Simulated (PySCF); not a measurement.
ZrO2, SMILES [O]=[Zr]=[O], multiplicity 1. Atoms are numbered in the order given.

```xyz
3

Zr     0.0000     0.0000     0.2976
O      0.0000     1.4385    -0.7441
O      0.0000    -1.4385    -0.7441
```
Charge 0, spin multiplicity 1.

Geometry: B3LYP-D3(BJ)/def2-TZVP. The spin state was assumed, not searched. The isomer is the one that the SMILES or the coordinates give; other isomers of the formula were not compared. The def2 effective core potentials stand for the cores of Zr; spin–orbit coupling is left out.

The numbers are results of TDA-CAM-B3LYP/def2-TZVPD (PySCF), not measurements.

Vertical excitations. The molecule is in vacuum. State labels are in the subgroup C2v.

```json
[
 {"state": "S1", "symmetry": "B2", "energy (eV)": "2.54", "λ (nm)": "489", "f": "0.005", "main pairs": "HOMO→LUMO 91 %"},
 {"state": "S2", "symmetry": "A1", "energy (eV)": "3.24", "λ (nm)": "383", "f": "0.003", "main pairs": "HOMO−1→LUMO 92 %"},
 {"state": "S3", "symmetry": "B1", "energy (eV)": "3.66", "λ (nm)": "339", "f": "0.015", "main pairs": "HOMO−2→LUMO 93 %"},
 {"state": "S4", "symmetry": "A2", "energy (eV)": "3.72", "λ (nm)": "333", "f": "0.000", "main pairs": "HOMO→LUMO+1 91 %"},
 {"state": "S5", "symmetry": "B2", "energy (eV)": "3.86", "λ (nm)": "321", "f": "0.003", "main pairs": "HOMO→LUMO+2 88 %"},
 {"state": "S6", "symmetry": "A2", "energy (eV)": "4.02", "λ (nm)": "309", "f": "0.000", "main pairs": "HOMO−3→LUMO 92 %"},
 {"state": "S7", "symmetry": "B2", "energy (eV)": "4.19", "λ (nm)": "296", "f": "0.006", "main pairs": "HOMO−4→LUMO 91 %"},
 {"state": "S8", "symmetry": "B1", "energy (eV)": "4.38", "λ (nm)": "283", "f": "0.000", "main pairs": "HOMO−1→LUMO+1 91 %"},
 {"state": "S9", "symmetry": "A1", "energy (eV)": "4.59", "λ (nm)": "270", "f": "0.003", "main pairs": "HOMO−5→LUMO 80 %"},
 {"state": "S10", "symmetry": "A1", "energy (eV)": "4.67", "λ (nm)": "265", "f": "0.015", "main pairs": "HOMO−1→LUMO+2 53 %, HOMO−2→LUMO+1 30 %"},
 {"state": "T1", "symmetry": "B2", "energy (eV)": "2.46", "λ (nm)": "504", "f": "0", "main pairs": "HOMO→LUMO 91 %"},
 {"state": "T2", "symmetry": "A1", "energy (eV)": "3.08", "λ (nm)": "403", "f": "0", "main pairs": "HOMO−1→LUMO 88 %"},
 {"state": "T3", "symmetry": "B1", "energy (eV)": "3.47", "λ (nm)": "358", "f": "0", "main pairs": "HOMO−2→LUMO 87 %"},
 {"state": "T4", "symmetry": "A2", "energy (eV)": "3.63", "λ (nm)": "342", "f": "0", "main pairs": "HOMO→LUMO+1 88 %"}
]
```
Triplets are in the Tamm–Dancoff approximation.
